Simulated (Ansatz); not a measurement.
Species: GeH3, net charge -1, singlet state. Whether it binds its extra electron was not tested at this geometry. 
Geometry from a B3LYP-D3(BJ)/def2-TZVP (Ansatz, a first-principles code) optimisation:
SMILES: [GeH3-]
```xyz
4

Ge    -0.0301    -0.0444    -0.0555
H      0.6497    -0.6325     1.2988
H     -0.8841     1.0611     0.7755
H      1.1978     0.9923    -0.2995
```
Charge -1, spin multiplicity 1.

Basis-set convergence of Hartree-Fock and MP2 correlation energies (hartree) with Ansatz. Correlated levels leave the core frozen unless marked. Spin-orbit coupling is left out. The frozen core is the preceding noble-gas configuration, with the filled d and f shells of earlier blocks. No relativistic terms.

| basis | functions | E(HF) | E(corr, MP2) |
|---|---|---|---|
| def2-SVPD | 62 | -2076.81517 | -0.12407 |
| def2-TZVPPD | 105 | -2077.08139 | -0.14593 |
| def2-QZVPPD | 194 | -2077.12550 | -0.15497 |

Extrapolating the two largest sets (X = 3 and 4) as X^-3: E(corr) = (64·(-0.15497) - 27·(-0.14593))/37 = -0.1616 Eh, an estimate of the basis-set limit. The largest set recovers 95.9 % of it, the smallest 76.8 %.
